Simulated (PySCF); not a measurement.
A structure optimised at PBE-D3(BJ)/def2-SVP, used in a PySCF frequency run:

```xyz
12

O     -2.3598     0.4333     1.0645
C     -2.2359    -0.2862    -0.1613
C     -0.8937    -0.0066    -0.8417
Si     0.4779     0.0336     0.4693
Cl     2.3181    -0.1485    -0.5200
H     -2.3801     1.3835     0.8435
H     -2.2977    -1.3581     0.1203
H     -3.0940    -0.0845    -0.8466
H     -0.6497    -0.7737    -1.6069
H     -0.8986     0.9717    -1.3716
H      0.3489    -1.1252     1.4126
H      0.5286     1.3311     1.2193
```

Problem. Write its SMILES and formula.

Solution. OCC[SiH2]Cl, C2H7ClOSi

Problem. What are its rotational constants (standard atomic weights)?

Solution. 9.4360, 1.2691, 1.1687 GHz
